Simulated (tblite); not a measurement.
C5H11OS (doublet state).
SMILES with atom numbers: `[CH3:1][CH2:2][S:3][CH2:4][CH2:5][CH2:6][O:7]` (hydrogens: H8, H9, H10 on C1; H11, H12 on C2; H13, H14 on C4; H15, H16 on C5; H17, H18 on C6)

The geometry is computed with GFN2-xTB (gas phase). This method treats the open shell by occupation alone, without spin polarisation.

List the bond lengths, angles and torsions at this level.

```
                bond  length (Å)   order
               C1–C2       1.517  single
               C2–S3       1.827  single
               S3–C4       1.806  single
               C4–C5       1.525  single
               C5–C6       1.545  single
               C6–O7       1.319  single
C1–H8, C1–H9, C1–H10       1.088  single
      C2–H11, C2–H12       1.090  single
      C4–H13, C4–H14       1.091  single
      C5–H15, C5–H16       1.091  single
      C6–H17, C6–H18       1.115  single
```

Bonds in one row agree within 0.01 Å and their mean is given. Orders are formal, as drawn. A selection of angles:
```
     angle  degrees
  C2–C1–H8    109.4
  C2–C1–H9    111.3
  H8–C1–H9    108.0
 H8–C1–H10    108.5
  C1–C2–S3    113.5
 C1–C2–H11    111.2
 S3–C2–H11    103.6
 S3–C2–H12    108.0
H11–C2–H12    108.8
  C2–S3–C4    102.6
  S3–C4–C5    113.8
 S3–C4–H13    105.2
 S3–C4–H14    109.1
 C5–C4–H13    111.1
 C5–C4–H14    108.3
H13–C4–H14    109.2
  C4–C5–C6    106.8
 C4–C5–H15    111.6
 C4–C5–H16    109.8
 C6–C5–H15    111.3
 C6–C5–H16    108.3
H15–C5–H16    109.0
  C5–C6–O7    114.0
 C5–C6–H17    107.0
 C5–C6–H18    110.2
 O7–C6–H17    109.4
 O7–C6–H18    111.9
H17–C6–H18    103.6
```

Torsions: C1–C2–S3–C4 -60° (synclinal); C2–S3–C4–C5 -69° (synclinal); S3–C4–C5–C6 164° (antiperiplanar); C4–C5–C6–O7 -57° (synclinal). The mirror-image conformer, all signs reversed, is as good.

The 2 C–S bonds span 1.806 Å (S3–C4, drawn single) to 1.827 Å (C2–S3, drawn single), a spread of 0.021 Å. Of the pairs four or more bonds apart, O7···H14 is among the closest relative to their van der Waals radii: 2.35 Å, 86 % of the sum of Bondi's values. The C–C distances run from 1.517 Å (C1–C2, drawn single) to 1.545 Å (C5–C6, drawn single), a spread of 0.028 Å.

Point group: C1 (no symmetry element, even within 0.4 Å). Its lowest GFN2-xTB frequency is 17i cm⁻¹, too small to tell a flat minimum from a shallow saddle.
